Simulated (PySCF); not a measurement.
Species: C₄H₃F₄S (charge -1).
Structure used (PBE0-D3(BJ)/def2-SVP), in Å, numbered top down from 1:
```xyz
12
C4H3F4S angstrom
F      0.7654   -1.8706    0.0586
C      0.8528   -0.5008    0.1339
C      1.8727    0.0892    0.7993
S      2.1897    1.7707    0.9762
C     -0.1924    0.2203   -0.6260
C     -1.6118   -0.0306   -0.2036
F     -1.8200    0.1715    1.0998
F     -2.4672    0.7840   -0.8637
F     -2.0230   -1.2842   -0.4725
H      2.5635   -0.6399    1.2590
H     -0.1613    0.0080   -1.7127
H      0.0400    1.2894   -0.4654
```

Computed, not measured: PBE0-D3(BJ)/def2-SVP geometry optimisation, gas phase in PySCF.

Masses are those of the commonest isotopes; rigid-rotor values at the optimised geometry. The values belong to one conformer with, in the numbering `[F:1]/[C:2](=[CH:3]/[S-:4])[CH2:5][C:6]([F:7])([F:8])[F:9]`, F1–C2–C5–C6 61°.

Problem. What are A, B and C (cm⁻¹)?

Solution. Ia = 233.23, Ib = 622.03, Ic = 758.12 u·Å²; 505379 MHz·u·Å²/I gives 2167, 812.5 and 666.6 MHz, that is A = 0.07228, B = 0.02710, C = 0.02224 cm⁻¹.

Problem. What kind of rotor is it?

Solution. An asymmetric top. Ray's parameter κ = (2B − A − C)/(A − C) = -0.806; −1 is the prolate and +1 the oblate limit.

Problem. What does the inertial defect say?

Solution. Not planar: Δ = Ic − Ia − Ib = -97.13 u·Å². For a rigid frame Δ = −2 Σ m c², so Σ m c² = 48.56 u·Å² lies off the ab plane: 4.31 from hydrogen and 44.26 from heavier atoms. The atom farthest from that plane is 1.80 Å away.

Problem. Which lines would a microwave search look for?

Solution. The dipole components (about the centre of mass, as the species is charged) are |μa| = 6.96 D, |μb| = 1.19 D, |μc| = 0.63 D. The squared components, which scale the intensities, stand as 1.00 : 0.03 : 0.01 (a : b : c). Some lines, for components of 0.1 D or more:

```json
{"type": "b", "branch": "Q", "J(Ka,Kc)": "1(1,0) ← 1(0,1)", "MHz": "1500", "lower level (cm⁻¹)": "0.049"}
{"type": "b", "branch": "R", "J(Ka,Kc)": "3(0,3) ← 2(1,2)", "MHz": "3173", "lower level (cm⁻¹)": "0.188"}
{"type": "c", "branch": "Q", "J(Ka,Kc)": "4(2,3) ← 4(1,3)", "MHz": "3575", "lower level (cm⁻¹)": "0.564"}
{"type": "b", "branch": "Q", "J(Ka,Kc)": "4(2,2) ← 4(1,3)", "MHz": "3739", "lower level (cm⁻¹)": "0.564"}
{"type": "a", "branch": "R", "J(Ka,Kc)": "3(0,3) ← 2(0,2)", "MHz": "4393", "lower level (cm⁻¹)": "0.148"}
{"type": "a", "branch": "R", "J(Ka,Kc)": "4(3,1) ← 3(3,0)", "MHz": "5940", "lower level (cm⁻¹)": "0.725"}
{"type": "b", "branch": "R", "J(Ka,Kc)": "2(2,1) ← 1(1,0)", "MHz": "7167", "lower level (cm⁻¹)": "0.099"}
{"type": "b", "branch": "R", "J(Ka,Kc)": "5(1,5) ← 4(0,4)", "MHz": "7821", "lower level (cm⁻¹)": "0.488"}
{"type": "b", "branch": "R", "J(Ka,Kc)": "4(2,3) ← 3(1,2)", "MHz": "9759", "lower level (cm⁻¹)": "0.358"}
{"type": "b", "branch": "Q", "J(Ka,Kc)": "5(4,1) ← 5(3,2)", "MHz": "9950", "lower level (cm⁻¹)": "1.171"}
{"type": "b", "branch": "Q", "J(Ka,Kc)": "5(4,2) ← 5(3,3)", "MHz": "9964", "lower level (cm⁻¹)": "1.171"}
{"type": "b", "branch": "R", "J(Ka,Kc)": "3(3,1) ← 2(2,0)", "MHz": "11570", "lower level (cm⁻¹)": "0.339"}
{"type": "c", "branch": "R", "J(Ka,Kc)": "4(4,1) ← 3(3,1)", "MHz": "15910", "lower level (cm⁻¹)": "0.725"}
{"type": "c", "branch": "R", "J(Ka,Kc)": "5(5,1) ← 4(4,1)", "MHz": "20243", "lower level (cm⁻¹)": "1.255"}
```

No PBE0-D3(BJ)/def2-SVP frequencies stand behind this structure, so it isn't proved a minimum. Zero-point vibration and centrifugal distortion are left out.
